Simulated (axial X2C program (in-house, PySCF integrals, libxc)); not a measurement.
## KH⁺: properties at the nuclei

Computed with an in-house all-electron X2C program for linear molecules (integrals from PySCF): two-component X2C with atomic mean-field Coulomb and Gaunt terms, Gaussian nuclei, basis K dyall-cv3z, H dyall-v3z with contracted cores.

R = 3.091 Å (near the PBE0 minimum at charge 1 of the determinant lowest at the starting distance; the state shown can have its own minimum elsewhere).

Determinant lowest in the PBE0 search, Ω = 1/2 (⟨Sz⟩ = 0.50, ⟨Lz⟩ = 0.00 at PBE0), spin on the atoms K 0.02, H 0.48:

| level | Eeff magnitude (GV/cm) | Ws magnitude K (kHz) | A∥/gI K (MHz) | qzz K (a.u.) | A∥/gI H (MHz) | qzz H (a.u.) |
| --- | --- | --- | --- | --- | --- | --- |
| PBE0 | 0.00954 | 0.00735 | 19.5 | -0.03 | 254 | 0.00 |
| HF | 0.00731 | 0.00565 | 13.1 | -0.03 | 250 | 0.01 |
| PBE | 0.0106 | 0.00819 | 23.4 | -0.03 | 257 | 0.00 |
| B3LYP | 0.0137 | 0.0105 | 25.4 | -0.03 | 258 | 0.00 |
| LDA | 0.0126 | 0.00969 | 28.7 | -0.02 | 235 | 0.00 |

Eeff is the effective electric field on the electron electric dipole moment in this Ω state and Ws the scalar–pseudoscalar constant of the nucleus named (defined with the proton number Z and per Ω); A∥ (defined per Ω) follows by multiplying with gI = μI/(I μN); qzz is the electric field gradient, eQq0 = 234.96 MHz × Q/barn × qzz. The operators were transformed with the bare-nucleus X2C matrices; with these basis sets, hyperfine constants and field gradients can be off by tens of per cent, and where levels differ in sign neither size nor sign is settled.

Question: With gI(1H) = 5.5857 (g factors from the IAEA table of nuclear moments by Stone), turn the PBE0 values of the first state into constants in MHz.

Answer: A∥(1H) = 254 × 5.5857 = 1420 MHz.

Each state is one determinant with collinear spin. Unrestricted Hartree–Fock can overshoot spin polarisation at the nuclei. The search compared states at one distance, so a state with another bond length can lie lower. Where a field gradient or hyperfine factor spreads by more than a factor of two over the levels, a constant derived from it is not to be relied on.
